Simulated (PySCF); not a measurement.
Cd(F)(SMe) (CH3CdFS), SMILES [Cd]([S]C)[F]. Geometry: PBE-D3(BJ)/def2-SVP. The def2 effective core potentials stand for the cores of Cd; spin–orbit coupling is left out. The values are those of a single conformer.

Task: Give the equilibrium geometry at PBE-D3(BJ)/def2-SVP (PySCF confirms it by a frequency run) as a Z-matrix, and its point group. (The exact figures need the calculation; the answer reports its results.)

Result: One answer among several that fit: point group Cs.
```
C
H 1 1.1065
H 1 1.1065 2 109.91
H 1 1.1075 2 108.22 3 -117.99
S 1 1.8429 2 112.40 4 -116.02
Cd 5 2.3399 1 102.09 2 -62.31
F 6 1.9493 1 147.34 2 -54.99
```
Charge 0, spin multiplicity 1.
